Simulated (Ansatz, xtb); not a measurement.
# Ranking isomers of C4H3ClO2

4 gas-phase structures of C4H3ClO2, from a drawn sample of its isomers (lower ones may exist). Each was relaxed with GFN2-xTB:

A. `Oc1cocc1Cl`, a singlet
B. `Oc1cc(Cl)co1`, a singlet
C. `Oc1coc(Cl)c1`, a singlet
D. `Oc1occc1Cl`, a singlet

Problem. Which do you expect lowest at r2SCAN-D4/def2-SVP, and how would the others follow?

Solution. Calculated order at r2SCAN-D4/def2-SVP: B (0.000), D (0.027), A (0.188), C (0.224) eV. Less than 1 kcal/mol parts B and D; A and C, so the order within those pairs means little.

Energies above the lowest of each column, in eV; the last columns are at PBE-D3(BJ)/def2-SVP geometries:

```json
{"structure": "B", "GFN2-xTB": "0.000", "HF/STO-3G": "0.000", "r2SCAN-D4/def2-SVP": "0.000", "PBE-D3(BJ)/def2-SVP": "0.000", "CCSD(T)/def2-SVP + ΔMP2/def2-TZVPP": "0.000"}
{"structure": "D", "GFN2-xTB": "0.126", "HF/STO-3G": "0.018", "r2SCAN-D4/def2-SVP": "0.027", "PBE-D3(BJ)/def2-SVP": "0.008", "CCSD(T)/def2-SVP + ΔMP2/def2-TZVPP": "0.016"}
{"structure": "A", "GFN2-xTB": "0.145", "HF/STO-3G": "0.185", "r2SCAN-D4/def2-SVP": "0.188", "PBE-D3(BJ)/def2-SVP": "0.150", "CCSD(T)/def2-SVP + ΔMP2/def2-TZVPP": "0.180"}
{"structure": "C", "GFN2-xTB": "0.200", "HF/STO-3G": "0.250", "r2SCAN-D4/def2-SVP": "0.224", "PBE-D3(BJ)/def2-SVP": "0.200", "CCSD(T)/def2-SVP + ΔMP2/def2-TZVPP": "0.212"}
```

Every level run on B puts it lowest or level with the lowest. Some further structures that were screened fall inside this span and aren't listed. Flexible structures stand in one conformer each, not always the lowest. ΔMP2 is the change of the MP2 energy from the smaller to the larger basis.

Over these structures GFN2-xTB departs from r2SCAN-D4/def2-SVP by 0.045 eV on average once a common shift is removed. A GFN2-xTB relaxation took about 0.05 s and the r2SCAN-D4/def2-SVP energy about 2.3 s on a shared host (Ansatz 0.2.0, xtb 6.7.1).
